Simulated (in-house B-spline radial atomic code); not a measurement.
Atomic self-consistent-field run: Nd³⁺. Level of theory: Dirac-Kohn-Sham HSE06, spherical fractional occupations, Fermi nucleus of rms radius 4.9123 fm; calculated with a radial B-spline atomic code at the basis-set limit.

Command:
```bash
python run_scf.py task.json out
```
Settings (nuclear radius in fm, mass in u):
```
Z                60
configuration    [Xe] 4f3
hamiltonian      dirac
method           hse06
spin_polarised   False
nucleus          fermi
rms_radius       4.9123
atomic_mass      141.90773
speed_of_light   137.035999084
```

Output (hartree, bohr):
```
 radial grid: 73 intervals, B-splines of order 8, outer radius 39.1892 bohr

 iter        energy (Eh)    residual
    1       -9610.971837    5.84e-01
    2       -9617.442542    5.85e-01
    3       -9626.924284    1.17e-01
    4       -9627.296954    3.24e-02
    5       -9627.319809    9.01e-03
    6       -9627.322169    4.08e-03
    7       -9627.322548    4.50e-04
    8       -9627.322556    1.13e-04
    9       -9627.322557    3.03e-06
   10       -9627.322557    5.35e-08

 total energy                     -9627.32256
 kinetic                           10380.8018
 electron-nucleus                 -23457.3982
 Hartree                            3670.7920
 exact exchange                      -53.4036
 exchange-correlation               -168.1146

 first-order corrections (not in the total)
   Gaunt                             9.2872
   retardation                      -0.9720
   frequency dependence             -0.1114
   self-energy                       6.4214
   Uehling                          -0.9759
   Wichmann-Kroll                    0.0277
   recoil                            0.0244

 orbital      occ     eigenvalue          <r>       <r^2>       <1/r>       <r^4>     <1/r^3>       r_max    small
 1s1/2      2.000     -1598.7545    0.0236276 0.000759842     66.0485 1.52678e-06           -     0.01509  4.95e-02
 2s1/2      2.000      -260.4998     0.100455   0.0119688     15.6386 0.000247951           -     0.08562  1.08e-02
 2p1/2      2.000      -246.3294    0.0842481  0.00875719      15.608 0.000155457           -     0.06511  1.09e-02
 2p3/2      4.000      -227.2071    0.0906509   0.0100072     14.0298  0.00019699      7944.7     0.07054  1.02e-02
 3s1/2      2.000       -57.9050     0.265629   0.0807561      5.6714   0.0098827           -      0.2438  3.36e-03
 3p1/2      2.000       -51.8500     0.255453   0.0758583     5.58123  0.00913676           -      0.2308  3.30e-03
 3p3/2      4.000       -48.0109      0.26781   0.0831653     5.18714   0.0109165     1638.32      0.2424  3.11e-03
 3d3/2      4.000       -37.5072     0.239299   0.0675038     5.05213  0.00818923     270.053      0.1942  2.98e-03
 3d5/2      6.000       -36.6807      0.24317   0.0695662     4.95255  0.00865406     243.937      0.1975  2.93e-03
 4s1/2      2.000       -12.6435     0.605979    0.414258     2.35335    0.249192           -       0.565  1.04e-03
 4p1/2      2.000       -10.3339     0.622275    0.440269     2.24826    0.289407           -      0.5726  9.74e-04
 4p3/2      4.000        -9.4955     0.649523    0.479453     2.12002     0.34322     355.178       0.597  9.12e-04
 4d3/2      4.000        -5.6799     0.697144    0.563311     1.90154    0.515201     49.1135      0.6129  7.60e-04
 4d5/2      6.000        -5.5303     0.706923    0.579079      1.8693     0.54451      43.888      0.6209  7.43e-04
 5s1/2      2.000        -2.5764      1.43967     2.32228    0.921211     7.83795           -       1.306  2.30e-04
 5p1/2      2.000        -1.9100      1.59343     2.86008    0.823521     12.1987           -       1.419  1.88e-04
 5p3/2      4.000        -1.7834      1.66724     3.12952    0.780337     14.5865     52.3399       1.484  1.73e-04
 4f5/2      1.286        -1.0803     0.985611     1.25404     1.32773     3.99122     5.45326      0.6543  4.05e-04
 4f7/2      1.714        -1.0643      0.99578     1.28125     1.31524     4.17674     5.29319      0.6591  3.98e-04
```

Run time, properties included: 6.2 s on 1 thread of Arm Neoverse V2, with other jobs on the host.

For the Dirac Hamiltonian the kinetic term is c α·p + (β - 1)c².

Caution: exact exchange at fractional occupations of open shells leaves self-interaction of up to several eV.
